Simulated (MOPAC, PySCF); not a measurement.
[Zn(OH)(NH2)], neutral singlet in the gas phase. 

Cartesian coordinates (Å):
```xyz
6

Zn    -0.0901     0.0242     0.1280
O     -0.9931    -1.5064     0.2888
H     -0.3939    -2.2734     0.3421
N      0.5167     1.7410    -0.0433
H      1.0788     1.8875    -0.8934
H      1.1207     2.0347     0.7370
```
Charge 0, multiplicity 1.

All levels are single points at this geometry (PBE-D3(BJ)/def2-SVP); Pople sets use spherical d functions. Orbital energies aren't observables, and empty levels follow the basis.

PM6 in MOPAC gives gap (eV) = 9.30.

Estimate the gap (eV) from each of these levels: B3LYP-D3(BJ)/def2-TZVP in PySCF; PBE-D3(BJ)/def2-TZVP in PySCF; TPSSh-D3(BJ)/def2-TZVP in PySCF; B3LYP/3-21G in PySCF; B3LYP/6-311+G** (LANL2DZ on Zn) in PySCF; B3LYP/6-31G* (LANL2DZ on Zn) in PySCF; PBE/6-31G* (LANL2DZ on Zn) in PySCF; SVWN5/6-31G* (LANL2DZ on Zn) in PySCF; HF/3-21G in PySCF; HF/STO-3G in PySCF; AM1 in MOPAC; PM7 in MOPAC.


```tsv
level	gap (eV)
B3LYP-D3(BJ)/def2-TZVP in PySCF	5.85
PBE-D3(BJ)/def2-TZVP in PySCF	4.24
TPSSh-D3(BJ)/def2-TZVP in PySCF	5.31
B3LYP/3-21G in PySCF	5.30
B3LYP/6-311+G** (LANL2DZ on Zn) in PySCF	5.54
B3LYP/6-31G* (LANL2DZ on Zn) in PySCF	5.57
PBE/6-31G* (LANL2DZ on Zn) in PySCF	3.91
SVWN5/6-31G* (LANL2DZ on Zn) in PySCF	3.86
HF/3-21G in PySCF	11.51
HF/STO-3G in PySCF	11.05
AM1 in MOPAC	10.78
PM7 in MOPAC	10.53
```
